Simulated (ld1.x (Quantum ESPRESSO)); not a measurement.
# rhenium (Re), TM: configuration errors across variants

rhenium, norm-conserving Troullier–Martins (Kleinman–Bylander form), made with ld1.x (Quantum ESPRESSO) 7.5 (LDA (PZ), scalar-relativistic). Core [Kr] 4d10 4f14 5s2, reference 5p6 5d5 6s1 6p0 (charge +1). Waves: 6s (bound): rc 2.55 bohr; 5p (bound): rc 1.95 bohr; 5d (bound): rc 1.70 bohr. Local part: all-electron potential smoothed inside 1.70 bohr (lloc = -1). Core correction: Bessel-smoothed model core inside 1.45 bohr.

All-electron excitation energies from the reference (eV): (1) 5p6 5d5 6s2 6p0 -9.516; (2) 5p6 5d5 6s0 6p0 16.679; (3) 5p6 5d4 6s0 6p0 44.124; (4) 5p6 5d6 6s0 6p0 0.206; (5) 5p5 5d5 6s2 6p0 43.633; (6) 5p6 5d6 6s1 6p0 -8.548; (7) 5p6 5d5 6s1.5 6p0 -5.614; (8) 5p6 5d5 6s1 6p0 spin -4.465; (9) 5p6 5d5 6s2 6p0 spin -12.628.

Spin tests fill each open shell by Hund’s rule, majority spin first.

1 further variants failed, have other tests or another functional or relativity, and are left out.

A true bound ghost makes a file unfit for plane-wave use even where its test errors are small: the radial tests pick states by their node count and pass the ghost by.

Errors AE − PS in meV (a dash: test not solved or not reliable):

```csv
change,(1),(2),(3),(4),(5),(6),(7),(8),(9),bound ghosts
base,-1.2,-13,-0.8,-32,-319,-3.2,+0.5,+121,+68,s
local potential all-electron potential smoothed inside 3.04 bohr (lloc = -1),-1.7,-15,-41,-45,-366,-16,+0.4,+117,+65,none
wave 6s (bound): rc 2.55 bohr becomes 6s (bound): rc 2.66 bohr,-1.0,-13,-3.2,-31,-313,-2.9,+0.6,+120,+68,s
"all radii but the core radius scaled by about 1.22 (s 3.12, p 2.38, d 2.08 bohr); local potential all-electron potential smoothed inside 2.08 bohr (lloc = -1)",-1.9,-15,-37,-13,-318,-7.0,+0.3,+122,+74,s
local potential all-electron potential smoothed inside 2.50 bohr (lloc = -1),+1.5,-13,-13,-37,-127,+1.4,+1.2,+119,+71,s
```

Task: Give the same row for: core correction Bessel-smoothed model core inside 2.08 bohr.

Result: -0.9, -13, +1.1, -30, -294, -2.7, +0.6, +351, +279; bound ghosts: s.
